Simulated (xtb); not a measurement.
H4P, charge +1, singlet, geometry from GFN2-xTB; GFN2-xTB run with xtb.

Here is a job for xtb.
```
$ xtb mol.xyz --gfn 2 --chrg 1 --etemp 3000 --json

# file mol.xyz
5

P     -0.00000000    -0.00000000    -0.00000000
H     -0.00987336     1.28259337    -0.49515063
H      1.12686123    -0.65279636    -0.44086058
H     -1.11826107    -0.66909633    -0.43831456
H      0.00127320     0.03929932     1.37432577
```

Output, abridged:

```
   ID    Z sym.   atoms
    1   15 P      1
    2    1 H      2-5

           -------------------------------------------------
          |                Calculation Setup                |
           -------------------------------------------------

           -------------------------------------------------
          |                 G F N 2 - x T B                 |
           -------------------------------------------------

          ...................................................
          :                      SETUP                      :
          :.................................................:
          :  # basis functions                  14          :
          :  # atomic orbitals                  13          :
          :  # shells                            7          :
          :  # electrons                         8          :
          :  max. iterations                   250          :
          :  Hamiltonian                  GFN2-xTB          :
          :  restarted?                      false          :
          :  GBSA solvation                  false          :
          :  PC potential                    false          :
          :  electronic temp.         3000.0000000     K    :
          :  accuracy                    1.0000000          :
          :  -> integral cutoff          0.2500000E+02      :
          :  -> integral neglect         0.1000000E-07      :
          :  -> SCF convergence          0.1000000E-05 Eh   :
          :  -> wf. convergence          0.1000000E-03 e    :
          :  Broyden damping             0.4000000          :
          :  net charge                          1          :
          :  unpaired electrons                  0          :
          ...................................................

 iter      E             dE          RMSdq      gap      omega  full diag
   1     -4.1192429 -0.411924E+01  0.359E+00    8.52       0.0  T
   2     -4.1204763 -0.123341E-02  0.194E+00    8.50       1.0  T
   3     -4.1211081 -0.631746E-03  0.340E-01    8.50       1.0  T
   4     -4.1211014  0.670161E-05  0.406E-01    8.48       1.0  T
   5     -4.1211497 -0.483213E-04  0.863E-02    8.48       1.0  T
   6     -4.1211523 -0.267119E-05  0.342E-02    8.48       1.3  T
   7     -4.1211528 -0.503383E-06  0.585E-05    8.49     765.0  T
   8     -4.1211528 -0.127809E-11  0.186E-05    8.49    2400.8  T

   *** convergence criteria satisfied after 8 iterations ***

         :::::::::::::::::::::::::::::::::::::::::::::::::::::
         ::                     SUMMARY                     ::
         :::::::::::::::::::::::::::::::::::::::::::::::::::::
         :: total energy              -4.078208388964 Eh    ::
         :: gradient norm              0.000009148784 Eh/a0 ::
         :: HOMO-LUMO gap              8.486099411538 eV    ::
         ::.................................................::
         :: SCC energy                -4.121152817308 Eh    ::
         :: -> isotropic ES            0.128611983209 Eh    ::
         :: -> anisotropic ES         -0.010966008681 Eh    ::
         :: -> anisotropic XC          0.004073071055 Eh    ::
         :: -> dispersion             -0.000762037161 Eh    ::
         :: repulsion energy           0.042944428345 Eh    ::
         :: add. restraining           0.000000000000 Eh    ::
         :: total charge               1.000000000000 e     ::
         :::::::::::::::::::::::::::::::::::::::::::::::::::::

           -------------------------------------------------
          |                Property Printout                |
           -------------------------------------------------

    * Orbital Energies and Occupations

         #    Occupation            Energy/Eh            Energy/eV
      -------------------------------------------------------------
         1        2.0000           -0.9267954             -25.2194
         2        2.0000           -0.7270784             -19.7848
         3        2.0000           -0.7270784             -19.7848
         4        2.0000           -0.7270784             -19.7848 (HOMO)
         5        0.0000           -0.4152200             -11.2987 (LUMO)
         6        0.0000           -0.4152200             -11.2987
         7        0.0000           -0.4152200             -11.2987
         8                         -0.2691864              -7.3249
         9                         -0.2691864              -7.3249
        10                         -0.0960123              -2.6126
        11                          0.6818323              18.5536
        12                          0.6818323              18.5536
        13                          0.6818323              18.5536
      -------------------------------------------------------------
                  HL-Gap            0.3118584 Eh            8.4861 eV
             Fermi-level           -0.5711492 Eh          -15.5418 eV

     #   Z          covCN         q      C6AA      α(0)
     1  15 P        3.910     0.421   142.862    21.471
     2   1 H        0.978     0.145     1.424     1.865
     3   1 H        0.978     0.145     1.424     1.865
     4   1 H        0.978     0.145     1.424     1.865
     5   1 H        0.978     0.145     1.424     1.865

 Mol. C6AA /au·bohr⁶  :        278.874712
 Mol. C8AA /au·bohr⁸  :      11120.150278
 Mol. α(0) /au        :         28.929393

Wiberg/Mayer (AO) data.
largest (>0.10) Wiberg bond orders for each atom

 ---------------------------------------------------------------------------
     #   Z sym  total        # sym  WBO       # sym  WBO       # sym  WBO
 ---------------------------------------------------------------------------
     1  15 P    3.665 --     3 H    0.916     4 H    0.916     5 H    0.916
                             2 H    0.916
     2   1 H    0.979 --     1 P    0.916
     3   1 H    0.979 --     1 P    0.916
     4   1 H    0.979 --     1 P    0.916
     5   1 H    0.979 --     1 P    0.916
 ---------------------------------------------------------------------------

Topologies differ in total number of bonds
Writing topology from bond orders to xtbtopo.mol

molecular dipole:
                 x           y           z       tot (Debye)
 q only:       -0.000       0.000       0.000
   full:       -0.000       0.000       0.000       0.000
molecular quadrupole (traceless):
                xx          xy          yy          xz          yz          zz
 q only:       -0.000      -0.000       0.000       0.000      -0.000       0.000
  q+dip:       -0.000      -0.000       0.000       0.000      -0.000       0.000
   full:       -0.000      -0.000       0.000       0.000      -0.000       0.000

           -------------------------------------------------
          | TOTAL ENERGY               -4.078208388964 Eh   |
          | GRADIENT NORM               0.000009148784 Eh/α |
          | HOMO-LUMO GAP               8.486099411538 eV   |
           -------------------------------------------------

normal termination of xtb
```
